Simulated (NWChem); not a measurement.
System: CH3FO2Si; SMILES O=C(O)[SiH2]F

The following NWChem deck was run.

```
start job
memory heap 200 mb stack 900 mb global 1100 mb
geometry units angstroms noautoz
  O     -0.737218     1.736378    -0.577357
  C      0.041874     0.915284    -0.162858
  O      1.198466     1.224822     0.423132
  Si    -0.388591    -0.940973    -0.347567
  F      0.769590    -1.898383     0.263080
  H      1.261898     2.196985     0.437280
  H     -1.651931    -1.173570     0.396585
  H     -0.528521    -1.215353    -1.799805
end
basis spherical
  * library 6-31g*
end
dft
  xc xpbe96 cpbe96
  iterations 150
end
tddft
  cis
  nroots 6
  notriplet
end
task tddft energy
```

Output (shortened):

```
             Northwest Computational Chemistry Package (NWChem) 7.3.0
             --------------------------------------------------------

 CS  symmetry detected

                             Geometry "geometry" -> ""
                             -------------------------

 Output coordinates in angstroms (scale by  1.889725989 to convert to a.u.)

  No.       Tag          Charge          X              Y              Z
 ---- ---------------- ---------- -------------- -------------- --------------
    1 O                    8.0000    -0.78897075    -1.84029917     0.00000000
    2 C                    6.0000     0.01711206    -0.94407397     0.00000000
    3 O                    8.0000     1.33601449    -1.13746346     0.00000000
    4 Si                  14.0000    -0.61302414     0.86369701     0.00000000
    5 F                    9.0000     0.60611229     1.93356299     0.00000000
    6 H                    1.0000     1.48489889    -2.10035394     0.00000000
    7 H                    1.0000    -1.41829684     1.04653685    -1.23368601
    8 H                    1.0000    -1.41829684     1.04653685     1.23368601

 Effective nuclear repulsion energy (a.u.)     226.4547455758

      Symmetry information
      --------------------

 Group name             Cs
 Group number              2
 Group order               2
 No. of unique centers     7

  pbe96 is a nonlocal functional; adding pw91lda local functional.

                                 NWChem DFT Module
                                 -----------------

 Summary of "ao basis" -> "ao basis" (spherical)
 ------------------------------------------------------------------------------
       Tag                 Description            Shells   Functions and Types
 ---------------- ------------------------------  ------  ---------------------
 O                           6-31g*                  6       14   3s2p1d
 C                           6-31g*                  6       14   3s2p1d
 Si                          6-31g*                  8       18   4s3p1d
 F                           6-31g*                  6       14   3s2p1d
 H                           6-31g*                  2        2   2s

      Symmetry analysis of basis
      --------------------------

        a'         57
        a"         23

            General Information
            -------------------
          SCF calculation type: DFT
          Wavefunction type:  closed shell.
          No. of atoms     :     8
          No. of electrons :    48
           Alpha electrons :    24
            Beta electrons :    24
          Charge           :     0
          Spin multiplicity:     1
          Use of symmetry is: off; symmetry adaption is: on
          Maximum number of iterations: 150
          AO basis - number of functions:    80
                     number of shells:    38
          Convergence on energy requested:  1.00D-06
          Convergence on density requested:  1.00D-05
          Convergence on gradient requested:  5.00D-04

              XC Information
              --------------
          PerdewBurkeErnzerhof Exchange Functional  1.000
            Perdew 1991 LDA Correlation Functional  1.000 local
           PerdewBurkeErnz. Correlation Functional  1.000 non-local

             Grid Information
             ----------------
          Grid used for XC integration:  medium
          Radial quadrature: Mura-Knowles
          Angular quadrature: Lebedev.
          Tag              B.-S. Rad. Rad. Pts. Rad. Cut. Ang. Pts.
          ---              ---------- --------- --------- ---------
          O                   0.60       49          10.0       434
          C                   0.70       49           8.0       434
          Si                  1.10       88          10.0       590
          F                   0.50       49          10.0       434
          H                   0.35       45          11.0       434
          Grid pruning is: on
          Number of quadrature shells:   419
          Spatial weights used:  Erf1

      Superposition of Atomic Density Guess
      -------------------------------------

 Sum of atomic energies:        -576.85329577

      Non-variational initial energy
      ------------------------------

[...]

                                NWChem TDDFT Module
                                -------------------

            General Information
            -------------------
           No. of orbitals :     160
            Alpha orbitals :      80
             Beta orbitals :      80
        Alpha frozen cores :       0
         Beta frozen cores :       0
     Alpha frozen virtuals :       0
      Beta frozen virtuals :       0
         Spin multiplicity :       1
    Number of AO functions :      80
        Use of symmetry is : off
      Symmetry adaption is : on
         Schwarz screening :  0.10D-07

              XC Information
              --------------
   PerdewBurkeErnzerhof Exchange Functional   1.00
     Perdew 1991 LDA Correlation Functional   1.00 local
    PerdewBurkeErnz. Correlation Functional   1.00 non-local

             TDDFT Information
             -----------------
          Calculation type : Tamm-Dancoff TDDFT
         Wavefunction type : Restricted singlets
          No. of electrons :      48
           Alpha electrons :      24
            Beta electrons :      24
              No. of roots :       6
          Max subspacesize :    5200
            Max iterations :     100
               Target root :       1
           Target symmetry : none
      Symmetry restriction : off
                 Algorithm : Optimal
        Davidson threshold :  0.10D-03

    6 smallest eigenvalue differences (eV)
--------------------------------------------------------
  No. Spin  Occ  Vir  Irrep   E(Occ)    E(Vir)   E(Diff)
--------------------------------------------------------
    1    1   24   25 a"       -0.232    -0.056     4.798
    2    1   24   26 a'       -0.232    -0.016     5.888
    3    1   23   25 a'       -0.287    -0.056     6.307
    4    1   22   25 a'       -0.307    -0.056     6.827
    5    1   21   25 a"       -0.321    -0.056     7.222
    6    1   24   27 a'       -0.232     0.036     7.284
--------------------------------------------------------

  Entering Davidson iterations
  Restricted singlet excited states

  Iter   NTrls   NConv    DeltaV     DeltaE      Time
  ----  ------  ------  ---------  ---------  ---------
    1      6       0     0.36E+00   0.10+100        5.4
    2     12       0     0.22E+00   0.59E-01        5.5
    3     18       0     0.80E-01   0.80E-01        5.6
    4     24       1     0.54E-01   0.11E-01        5.6
    5     29       2     0.12E-01   0.24E-02        5.2
    6     33       4     0.10E-02   0.18E-03        4.8
    7     35       5     0.14E-03   0.12E-05        4.0
    8     36       6     0.55E-04   0.14E-07        3.6
  ----  ------  ------  ---------  ---------  ---------
  Convergence criterion met

  Ground state a'       -579.273908282608 a.u.

  ----------------------------------------------------------------------------
  Root   1 singlet a"             0.188837018 a.u.                5.1385 eV
  ----------------------------------------------------------------------------
     Transition Moments    X -0.00000   Y -0.00000   Z  0.23801
     Dipole Oscillator Strength                    0.0071314925
     Electric Quadrupole                           0.0000000084
     Magnetic Dipole                               0.0000010522
     Total Oscillator Strength                     0.0071325530

     Occ.   21  a'  ---  Virt.   25  a"      -0.05788
     Occ.   24  a'  ---  Virt.   25  a"      -0.99559
  ----------------------------------------------------------------------------
  Root   2 singlet a'             0.224596233 a.u.                6.1116 eV
  ----------------------------------------------------------------------------
     Transition Moments    X -0.03371   Y  0.16796   Z  0.00000
     Dipole Oscillator Strength                    0.0043942059
     Electric Quadrupole                           0.0000000386
     Magnetic Dipole                               0.0000000018
     Total Oscillator Strength                     0.0043942464

     Occ.   23  a"  ---  Virt.   25  a"       0.23203
     Occ.   24  a'  ---  Virt.   26  a'      -0.96118
     Occ.   24  a'  ---  Virt.   27  a'       0.11371
  ----------------------------------------------------------------------------
  Root   3 singlet a'             0.258957283 a.u.                7.0466 eV
  ----------------------------------------------------------------------------
     Transition Moments    X  0.32809   Y -0.27077   Z -0.00000
     Dipole Oscillator Strength                    0.0312408985
     Electric Quadrupole                           0.0000001459
     Magnetic Dipole                               0.0000000580
     Total Oscillator Strength                     0.0312411024

     Occ.   19  a"  ---  Virt.   25  a"       0.08319
     Occ.   22  a"  ---  Virt.   25  a"       0.90231
     Occ.   22  a"  ---  Virt.   30  a"      -0.07853
     Occ.   23  a"  ---  Virt.   25  a"       0.33026
     Occ.   24  a'  ---  Virt.   26  a'       0.06187
     Occ.   24  a'  ---  Virt.   27  a'      -0.20780
     Occ.   24  a'  ---  Virt.   28  a'      -0.06501
  ----------------------------------------------------------------------------
  Root   4 singlet a"             0.273319098 a.u.                7.4374 eV
  ----------------------------------------------------------------------------
     Transition Moments    X  0.00000   Y -0.00000   Z  0.06961
     Dipole Oscillator Strength                    0.0008828363
     Electric Quadrupole                           0.0000000002
     Magnetic Dipole                               0.0000006873
     Total Oscillator Strength                     0.0008835238

[...]
```

Level: PBE/6-31G* (spherical d), TDA. The geometry was optimised at PBE0/def2-SVP.
